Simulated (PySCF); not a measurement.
Start geometry of `[PH3]->[Ni](<-[PH3])([I])[I]` (NiI2(PH3)2) [triplet] from GFN2-xTB (Å):
```
atom  x, y, z in Å
Ni1    0.8725   -0.0754    0.5872
I2     0.5688    0.0256    3.0416
I3     2.9847   -0.0430   -0.5415
P4    -0.1897    1.7924   -0.2115
H5    -0.5169    1.9361   -1.5872
H6     0.1490    3.0844    0.0197
H7    -1.5678    2.0258    0.1759
P8    -0.2424   -1.7697   -0.2104
H9    -1.6088   -2.0178    0.2115
H10    0.1526   -3.0761    0.0732
H11   -0.5039   -1.9679   -1.5276
```

Task: What comes out of this run: PySCF 2.14.0, PBE0-D3(BJ)/def2-SVP geometry optimisation, gas phase, def2 core potentials past Kr?

Result: 
```
atom  x, y, z in Å
Ni1    0.9050   -0.0157    0.6516
I2     0.2018   -0.0055    3.0627
I3     2.8537   -0.0304   -0.9446
P4    -0.2493    1.8270   -0.1839
H5    -0.3938    2.0290   -1.5802
H6     0.3659    3.0578    0.1514
H7    -1.5726    2.1259    0.2324
P8    -0.2813   -1.8402   -0.1788
H9    -1.6107   -2.1108    0.2370
H10    0.3087   -3.0825    0.1585
H11   -0.4293   -2.0402   -1.5753
```

The energy falls by 0.512 eV over 9 energy and gradient evaluations, the largest force component goes from 0.0381 to 4.1e-04 Eh/bohr, and the atoms move by 0.211 Å rms after alignment. The bond that changes most is Ni1–P8 (ends: nickel bonded to 2 I and 2 P; phosphorus bonded to Ni and 3 H), which lengthens by 0.150 Å. Bonds longer at the end by more than 0.005 Å: 7 of 10; shorter: 2. Among the angles that change most is I2–Ni1–I3, from 125.1° to 145.6°. Among the dihedrals that turn most is I3–Ni1–P4–H5, from 63° to 42°. Rotational constants go from 854.9, 355.4, 326.1 to 981.6, 294.7, 290.4 MHz. The orientation of the end geometry is arbitrary; only internal coordinates are fixed.

The run used 149 basis functions and 98 SCF cycles in all.

Not checked by PBE0-D3(BJ)/def2-SVP frequencies. ⟨S²⟩ = 2.007 (exact for a triplet: 2.00).
